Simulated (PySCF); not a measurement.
`C(/C=C\C=O)=C/C=C(\[O-])Cl`, [C7H6ClO2]-, charge -1

Molfile (atoms numbered from 1):
```
C7H6ClO2
     RDKit          3D

 16 15  0  0  0  0  0  0  0  0999 V2000
    2.4801    3.5454   -0.7680 O   0  0  0  0  0  0  0  0  0  0  0  0
    1.7750    2.5435   -0.7850 C   0  0  0  0  0  0  0  0  0  0  0  0
    1.2608    1.8534    0.3620 C   0  0  0  0  0  0  0  0  0  0  0  0
    0.4646    0.7220    0.3328 C   0  0  0  0  0  0  0  0  0  0  0  0
   -0.0255   -0.0141   -0.7646 C   0  0  0  0  0  0  0  0  0  0  0  0
   -0.8291   -1.1502   -0.6601 C   0  0  0  0  0  0  0  0  0  0  0  0
   -1.3215   -1.8020    0.4720 C   0  0  0  0  0  0  0  0  0  0  0  0
   -2.1262   -2.9531    0.3173 C   0  0  0  0  0  0  0  0  0  0  0  0
   -2.5183   -3.5555   -0.6428 O   0  0  0  0  0  0  0  0  0  0  0  0
   -2.6498   -3.6172    2.0091 Cl  0  0  0  0  0  0  0  0  0  0  0  0
    1.4834    2.0962   -1.7738 H   0  0  0  0  0  0  0  0  0  0  0  0
    1.5396    2.2828    1.3297 H   0  0  0  0  0  0  0  0  0  0  0  0
    0.1680    0.3361    1.3166 H   0  0  0  0  0  0  0  0  0  0  0  0
    0.2326    0.3136   -1.7751 H   0  0  0  0  0  0  0  0  0  0  0  0
   -1.1295   -1.6153   -1.6074 H   0  0  0  0  0  0  0  0  0  0  0  0
   -1.1119   -1.4597    1.4844 H   0  0  0  0  0  0  0  0  0  0  0  0
  1  2  2  0
  2  3  1  0
  3  4  2  0
  4  5  1  0
  5  6  2  0
  6  7  1  0
  7  8  2  0
  8  9  1  0
  8 10  1  0
  2 11  1  0
  3 12  1  0
  4 13  1  0
  5 14  1  0
  6 15  1  0
  7 16  1  0
M  CHG  1   9  -1
M  END
```

Computed, not measured: TDDFT CAM-B3LYP/aug-cc-pVDZ excited states, vertical, gas phase (PySCF 2.14.0). Geometry: PBE0-D3(BJ)/def2-SVP.

For a gas-phase anion, states above the detachment energy (about 2.9 eV, taken as minus the energy of the highest occupied orbital) lie in the continuum and depend on the basis.

Give the one- and two-photon strengths of the lowest singlets.

δ for parallel linear polarisation; σ at the peak of a Lorentzian of half width 0.1 eV, single beam; Ω is circular over linear.
```tsv
state	E (eV)	f	photon λ (nm)	δ (au)	σ (GM)	Ω	main
S1	3.12	0.861	795	1170	4.18	0.69	HOMO→LUMO 0.97
S2	3.81	0.000	651	207	1.10	1.50	HOMO→LUMO+1 0.47, HOMO→LUMO+2 0.41
S3	3.89	0.008	637	30.7	0.17	1.50	HOMO→LUMO+2 0.48, HOMO→LUMO+1 0.37
S4	3.93	0.001	632	3.2	0.02	1.50	HOMO−1→LUMO 0.78, HOMO−1→LUMO+7 0.12
S5	4.41	0.000	562	74.8	0.53	1.50	HOMO→LUMO+3 0.86
S6	4.68	0.000	530	391	3.14	1.49	HOMO→LUMO+4 0.81
```

Among these, the strongest one-photon state is S1, the strongest two-photon state S1.
